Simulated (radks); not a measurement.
Excited configurations of As III: one electron is placed in a higher orbital outside [Ar] 3d10 4s2. The ground configuration is [Ar] 3d10 4s2 4p1. Calculated with a radial shooting solver on a logarithmic mesh with Libxc functionals: Dirac Kohn-Sham, PBE, spin-unpolarised, spherical densities, point nucleus; open shells fill j = l - 1/2 first. Excitation = E - E(ground); binding = E(ion) - E, where the ion is the core of charge +3; n* = 3/sqrt(2 binding) in atomic units, and the quantum defect is n - n*.

outer orbital  excitation (eV)  binding (eV)     n*  <r> (bohr)
4d3/2                   13.324        14.652  2.891       3.268
5d3/2                   19.702         8.273  3.847       6.647
5f5/2                   22.660         5.316  4.799       9.734
6s1/2                   19.505         8.471  3.802       7.440
7d3/2                   24.275         3.700  5.753       16.09

The Delta-SCF ionisation energy is 27.976 eV (NIST Atomic Spectra Database: 28.35 eV, measured). Self-interaction in the functional shifts the binding energies and quantum defects, so they are the method's values and not measured ones. Spin polarisation and multiplet splitting are left out, so open shells lie too high by an amount that depends on their filling.

Beside tabulated values, note that spin-unpolarised runs miss the spin-polarisation part of the exchange energy of open shells.
